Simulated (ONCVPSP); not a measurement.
lithium ONCV: all-electron and pseudo phase curves

Li, optimised norm-conserving Vanderbilt (ONCV), made with ONCVPSP 4.0.1 (PBE, scalar-relativistic). Core [He], reference 2s1. Waves: 2s: rc 3.00 bohr, ncon 3, nbas 7, qcut 1.9 1/bohr, 2 projectors, debl 1.9 Ha; p scattering state at 0.02 Ha: rc 3.10 bohr, ncon 4, nbas 7, qcut 2.8 1/bohr, 2 projectors, debl 0.6 Ha; d scattering state at 0.07 Ha: rc 2.50 bohr, ncon 4, nbas 7, qcut 4.4 1/bohr, 2 projectors, debl 1.4 Ha. Local part: polynomial inside 1.75 bohr (lpopt 4, dvloc0 4 Ha). Core correction: Teter function, fcfact 4.5, rcfact 1.3.

In the p channel the program set the typed energies aside and used 0.050, 0.650 Ha.

The phase is arctan(r·R′/R) of the radial function R(r), unwrapped; energies in Ha, scanned from -2 to 5 Ha. A pole is an energy at which the radial function vanishes at the test radius. The pseudo phase is shifted by a multiple of π to meet the all-electron one at the reference energy, and phase errors are pseudo minus all-electron; the curves can meet again beyond the range given. Levels narrower than the energy grid can be missing from the lists of poles. Where the grid stepped over a known ghost or core level, its pole and its step of π were put in at the level’s energy.

| channel | radius (bohr) | reference energy (Ha) | poles, all-electron | poles, pseudo | unbroken range about the reference energy with phases within 0.05 rad | phase error 1 Ha above the reference energy (rad) |
| --- | --- | --- | --- | --- | --- | --- |
| s | 3.05 | -0.11 | -1.91, 0.47, 2.74 | 0.46, 2.52, 4.63 | -1.9 to 1.1 | -0.025 |
| p | 3.14 | 0.05 | 0.41, 2.10, 4.87 | 0.41, 2.17 | below 2.7 | +0.011 |
| d | 2.53 | 0.07 | 1.97 | 1.97 | the whole range | +0.000 |

Phases in the p channel:

```
E (Ha)  all-electron  pseudo
 -1.98         1.375   1.375
 -1.80         1.363   1.363
 -1.62         1.348   1.348
 -1.44         1.330   1.330
 -1.26         1.308   1.308
 -1.08         1.278   1.278
 -0.90         1.238   1.238
 -0.72         1.177   1.177
 -0.54         1.075   1.075
 -0.36         0.866   0.867
 -0.18         0.294   0.294
  0.00        -0.786  -0.786
  0.18        -1.304  -1.304
  0.36        -1.522  -1.522
  0.54        -1.676  -1.676
  0.72        -1.867  -1.867
  0.90        -2.353  -2.351
  1.08        -3.748  -3.737
  1.26        -4.322  -4.316
  1.44        -4.499  -4.493
  1.62        -4.587  -4.580
  1.80        -4.643  -4.636
  1.98        -4.687  -4.677
  2.16        -4.725  -4.711
  2.34        -4.763  -4.743
  2.52        -4.807  -4.776
  2.70        -4.866  -4.812
  2.88        -4.965  -4.858
  3.06        -5.200  -4.923
  3.24        -6.143  -5.035
  3.42        -7.282  -5.283
  3.60        -7.563  -6.047
  3.78        -7.670  -7.087
  3.96        -7.728  -7.449
  4.14        -7.766  -7.590
  4.32        -7.793  -7.664
  4.50        -7.816  -7.710
  4.68        -7.835  -7.742
  4.86        -7.853  -7.767
```
